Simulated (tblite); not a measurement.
C₅H₁₁NOSi₂.
SMILES with atom numbers: `[CH:1]#[C:2][Si@@H:3]([SiH2:4][NH2:5])[C@@H:6]([CH3:7])[CH:8]=[O:9]` (hydrogens: H10 on C1; H11 on Si3; H12, H13 on Si4; H14, H15 on N5; H16 on C6; H17, H18, H19 on C7; H20 on C8)

Cartesian coordinates in Å at the GFN2-xTB level; atoms count from 1:
```
atom  x, y, z in Å
C1     0.3430    2.8921    2.0091
C2     0.2155    1.7363    1.6990
Si3   -0.0465   -0.0244    1.1824
Si4   -2.0860   -0.5283    0.2064
N5    -2.2141    0.4458   -1.1984
C6     1.4461   -0.3902   -0.0335
C7     1.3694   -1.8358   -0.5027
C8     1.2834    0.5840   -1.1150
O9     0.6450    0.4152   -2.1310
H10    0.4677    3.9004    2.2850
H11    0.3198   -0.8162    2.3755
H12   -3.2162   -0.1427    1.0579
H13   -2.2061   -1.9874   -0.0091
H14   -3.0711    0.4573   -1.7269
H15   -1.4237    0.5200   -1.8231
H16    2.3723   -0.1975    0.5085
H17    1.3043   -2.5185    0.3422
H18    0.4973   -1.9765   -1.1378
H19    2.2538   -2.0946   -1.0846
H20    1.7409    1.5716   -0.9069
```

Method: GFN2-xTB as coded in tblite; computed harmonic values from a numerical Hessian at the method's own geometry, unscaled. This tight-binding method is rough: wavenumbers can miss measured ones by several per cent, in bad cases by 10 to 20. Modes of hydrogen on silicon can be 10 to 20 % off. One conformer, not necessarily the lowest.

Harmonic wavenumbers (cm⁻¹): 35.8, 46.2, 75.1, 97.8, 116.7, 126.3, 178.8, 188.6, 216.8, 255.5, 261.7, 286.6, 297.7, 312.2, 417.0, 448.8, 562.8, 574.4, 596.5, 608.8, 630.7, 672.6, 675.8, 686.0, 696.1, 701.1, 824.5, 845.9, 900.2, 920.8, 943.2, 1002.4, 1084.5, 1114.3, 1141.2, 1321.1, 1391.3, 1413.9, 1493.6, 1507.4, 1520.9, 1719.1, 2096.1, 2121.3, 2193.9, 2220.0, 2751.5, 2969.4, 3007.8, 3022.9, 3034.4, 3349.1, 3436.2, 3493.6.

A = 1104, B = 1047, C = 793.1 MHz; mass 157.038 u (most abundant isotopes); point group C1, symmetry number 1.

**Question.** Zero-point energy?

**Answer.** ½Σν̃ = 31303 cm⁻¹ = 374.47 kJ/mol.

**Question.** Give the ideal-gas entropy at 298.15 K and 1 bar in the rigid-rotor, harmonic-oscillator model (classical rotation).

**Answer.** Translation 171.92, rotation 126.52, vibration 188.48: S = 486.9 J/(mol K).

**Question.** And Cp and H(298.15 K) − H(0)?

**Answer.** Cp = 211.13 J/(mol K), of which vibrations give 177.88 (their classical limit is 54 R = 449.0); H(298.15 K) − H(0) = 38.66 kJ/mol without the zero-point energy, 28.74 from vibrations.

**Question.** What must be added to the electronic energy to get the Gibbs energy at 298.15 K and 1 bar?

**Answer.** ZPE + [H(298.15 K) − H(0)] − T·S = 374.47 + 38.66 − 145.18 = 267.95 kJ/mol.

**Question.** Blend soft modes into free rotors: weight 1/[1 + (100 cm⁻¹/ν̃)⁴] for the oscillator and the rest for a rotor with moment μB/(μ + B), μ = h/(8π²ν), B = 10⁻⁴⁴ kg m². What vibrational entropy results?

**Answer.** 171.33 J/(mol K) in place of 188.48, which changes −T·S at 298.15 K by +5.11 kJ/mol.

**Question.** Which modes carry the vibrational entropy at 298.15 K?

**Answer.** 35.8 cm⁻¹: 22.92; 46.2 cm⁻¹: 20.81; 75.1 cm⁻¹: 16.80; 97.8 cm⁻¹: 14.63; 116.7 cm⁻¹: 13.20; 126.3 cm⁻¹: 12.56 J/(mol K); the other 48 give 87.55 together.

Hindered rotation and anharmonicity are outside this model. Other conformers, if any are populated, would add a mixing term that is left out. The structure is chiral; the term R ln 2 for an equal mix with its mirror image is left out.

On one thread, Arm Neoverse N1 (aarch64), no GPU, shared host with 64 logical CPUs at a one-minute load of 59, this took 1.8 s. The figure is for the frequency step alone.
